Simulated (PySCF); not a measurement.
## Correlation energy of V²⁺ (vanadium, charge +2)

Starting occupation: [Ar] 3d3, 3d3/2 with m_j = -1/2, +1/2, +3/2. Computed with PySCF 2.14 in x2c-QZVPPall-2c (11s9p5d3f2g, 102 functions), with X2C-1e with screened-nucleus spin-orbit coupling, Gaussian nucleus. Frozen: [Ne]; 11 electrons correlated; the 8 highest virtual spinors left out.

MP2 pair energies summed by pair of shells (mhartree):

| pair | energy | share (%) |
| --- | --- | --- |
| 3d-3p | -120.82 | 37.4 |
| 3p-3p | -114.47 | 35.4 |
| 3p-3s | -40.10 | 12.4 |
| 3d-3s | -21.39 | 6.6 |
| 3d-3d | -19.55 | 6.0 |
| 3s-3s | -6.81 | 2.1 |

Total MP2 correlation energy: -323.15 mhartree.

The GHF reference relaxed away from the jj start to a determinant that is no pure jj level (⟨S²⟩ = 3.75, ⟨J²⟩ = 6.69); the energies belong to that determinant.

This basis was not built for core-valence correlation, so the inner-shell part is incomplete.
